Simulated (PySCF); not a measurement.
These compounds are isomers of formula C$_{8}$H$_{15}$N.

A. `CC/C(C)=C(C)\C=N/C`
B. `C1[C@H](N(C)C)C[C@H]2[C@@H]1C2`
C. `C=CC/C(=N\C)C(C)C`

Spectrum 1. ¹H NMR (500 MHz, computed): δ 2.55 (m, 1H), 2.20 (m, 2H), 2.07 (s, 6H), 1.30 (m, 2H), 1.25 (m, 2H), 0.94 (m, 1H), -0.10 (m, 1H). ¹³C{¹H} NMR (computed): δ 79.4 (CH), 47.3 (CH3), 41.8 (CH2), 24.9 (CH2), 21.3 (CH).

Spectrum 2. ¹H NMR (500 MHz, computed): δ 6.07 (m, 1H), 5.44 (m, 1H), 5.38 (m, 1H), 3.63 (s, 3H), 3.11 (d, 2H), 2.28 (sept, 1H), 1.08 (d, 6H). ¹³C{¹H} NMR (computed): δ 175.5 (C), 142.0 (CH), 122.9 (CH2), 41.8 (CH), 40.8 (CH3), 39.9 (CH2), 22.9 (CH3).

Spectrum 3. ¹H NMR (500 MHz, computed): δ 8.45 (s, 1H), 3.50 (s, 3H), 2.20 (q, 2H), 1.88 (s, 3H), 1.71 (s, 3H), 0.89 (t, 3H). ¹³C{¹H} NMR (computed): δ 170.1 (CH), 151.3 (C), 134.6 (C), 44.1 (CH3), 34.0 (CH2), 22.5 (CH3), 20.3 (CH3), 17.1 (CH3).

- GFN2-xTB geometry
- NMR shieldings at PBE0/pcSseg-1/GIAO
- code: PySCF
- averaged over atoms made equivalent by symmetry, fast rotation or ring inversion, in vacuum, non-relativistic, one conformer

Shifts are taken against calculated references (same method and geometry level): ¹H (σ = 31.72 ppm), ¹³C (σ = 186.93 ppm) vs TMS. Where no couplings were computed, multiplicities follow the n + 1 count of equivalent neighbours, and m marks all less simple cases (inequivalent or close neighbours, rings, F or P nearby). Shifts are as computed. Against solution values, carbons near 30 ppm lie about +3 ppm off and those near 130 ppm about +5 ppm. Of 1211 compounds with measured shifts, 218 miss one by over three times the rms of a fit or turn the order of signals round; such compounds aren't used in these exercises.

**Question.** Match each spectrum to its structure.

**Answer.** 1–B, 2–C, 3–A.

- Spectrum 1 (B): 5 ¹³C signals; δC 79.4 is an sp3 CH bonded to N; δC 47.3 is a methyl carbon bonded to N.
- Spectrum 2 (C): 7 ¹³C signals; δC 142.0 is an alkene CH; δC 122.9 is a terminal =CH2 carbon.
- Spectrum 3 (A): 8 ¹³C signals; δC 151.3 is a fully substituted alkene carbon; δC 134.6 is a fully substituted alkene carbon.
